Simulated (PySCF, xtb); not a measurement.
2-methylidenefuran-3-one (C₅H₄O₂), SMILES C=C1OC=CC1=O.

Harmonic wavenumbers (cm⁻¹) from GFN2-xTB in xtb at its own minimum, in rising order: 157, 260, 291, 480, 495, 612, 696, 729, 776, 808, 813, 859, 894, 906, 1046, 1064, 1127, 1222, 1277, 1351, 1582, 1674, 1753, 3115, 3132, 3159, 3194.

Problem. What does B3LYP-D3(BJ)/def2-SVP (PySCF) give at its own minimum? (Estimate from the structure and the level; the computed values follow.)

Solution. 166, 285, 322, 508, 520, 632, 746, 763, 773, 836, 839, 907, 934, 958, 1056, 1094, 1197, 1283, 1363, 1390, 1627, 1741, 1824, 3165, 3241, 3274, 3277. Paired by order, the mean absolute difference is 46 cm⁻¹ and the zero-point energies are 47.9 and 49.6 kcal/mol.
